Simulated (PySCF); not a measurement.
PySCF 2.14 output of an unrestricted CAM-B3LYP calculation on a single atom or ion in aug-cc-pVTZ-PP with one added diffuse shell each of s, d, f type with ECP10MDF (7s5p5d3f, 68 functions), with scalar relativity through the core potential:

```
SCF conv_tol = 1e-09
number electrons alpha = 12  beta = 9
    T. Yanai, D. P. Tew, and N. C. Handy.,  Chem. Phys. Lett. 393, 51 (2004)
cycle= 1 E= -259.232008563804  delta_E= -0.00616  |g|= 0.0988  |ddm|= 0.418
cycle= 2 E= -259.233042054316  delta_E= -0.00103  |g|= 0.0763  |ddm|= 0.233
cycle= 3 E= -259.234629349353  delta_E= -0.00159  |g|= 0.0015  |ddm|= 0.0741
cycle= 4 E= -259.2346321164  delta_E= -2.77e-06  |g|= 0.000139  |ddm|= 0.0141
cycle= 5 E= -259.234632155088  delta_E= -3.87e-08  |g|= 8.53e-06  |ddm|= 0.000947
cycle= 6 E= -259.234632155201  delta_E= -1.13e-10  |g|= 2.25e-06  |ddm|= 2.93e-05
converged SCF energy = -259.234632155201  <S^2> = 3.7508249  2S+1 = 4.0004124
```

The run itself started from symmetry-adapted Hartree-Fock orbitals and held the occupation by maximum overlap, on a logarithmic radial grid, so the iterations belong to that start.

Which element, charge and spin multiplicity is this?

Ga (gallium, neutral), multiplicity 4; the state was [Ar] 3d10 4s1 4p2, high-spin 4P determinant (an excited configuration).

Energies and moments cover only the electrons outside the core potential.
